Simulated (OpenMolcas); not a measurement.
Levels of Ca+ by method

```yaml
Program: OpenMolcas
Basis: ANO-RCC-VQZP [7s6p3d2f1g]
Scalar_Hamiltonian: DKH2, point nucleus
Active_space: 1 electron in 9 orbitals (3d 4s 4p)
State_averaging: 2S+1 = 2 even, 6 roots; 2S+1 = 2 odd, 3 roots
Spin-orbit_coupling: RASSI with atomic mean-field integrals over the reference wave functions, term energies averaged over their components
```

Methods on the same reference wave functions:
A. CASSCF
B. SS-CASPT2, IPEA 0.25 Eh, imaginary shift 0.1 Eh (closed shells correlated: 3s 3p)
C. XMS-CASPT2, IPEA 0.25 Eh, imaginary shift 0.1 Eh (closed shells correlated: 3s 3p)

Energies in cm-1 above 4s 2S 1/2, the measured ground level; measured values from NIST Handbook of Basic Atomic Spectroscopic Data.

```csv
Level,A,B,C,Measured
4s 2S 1/2,0.0,0.0,0.0,0.0
3d 2D 3/2,22905,22580,22690,13650
3d 2D 5/2,22928,22600,22710,13711
4p 2P* 1/2,23200,25080,25400,25192
4p 2P* 3/2,23359,25240,25560,25414
```

Deviations, from unrounded energies. A percentage is the sum of absolute deviations over the sum of measured energies, with the sign that they share, or ± where signs differ.

```json
{"Against measurement": "mean absolute deviation (cm-1)", "Levels": "4", "A": "5600", "B": "4500", "C": "4600"}
{"Against measurement": "other configurations (%)", "Levels": "4", "A": "±28.9", "B": "±23.2", "C": "+23.6"}
```

B, C lie about equally close to measurement and A furthest from it. The largest miss of B in the table is 3d 2D 3/2, by +8900 cm-1. The ranking rests on the paired levels alone, and a cruder setting can come out closer through cancelling errors.

Between B and C the level of the table that moves most is 4p 2P* 1/2, by 320 cm-1 (lowest in B, highest in C). Moves below CASPT2's spread within the term are not significant.

The mean deviations of B to C differ by less than CASPT2's widest spread within a term (130 cm-1), so their order carries little weight.

The lowest spin-free term lies below A's lowest term by 0.258 hartree in B, 0.260 hartree in C.

CASPT2 does not keep the components of a term degenerate, so their means are used; among the terms shown or strongly mixed into the levels shown the widest spread is 130 cm-1 (3d 2D, B). ANO sets are built for ground and valence states and can reach diffuse excited orbitals poorly. With one active electron the reference holds no correlation, so core polarisation is missing (holds for A). With one active electron, CASPT2 adds the correlation within the correlated inactive shells and between them and that electron, and leaves the splitting within a term as the reference gives it (holds for B; C). Computed and measured levels are paired by configuration, term and J; levels that our copy of the source lacks, or whose pairing is in doubt (as where it misses far off the trend of its configuration), stay unpaired and out of the deviations. Only configurations of the active space appear.

* marks odd parity.
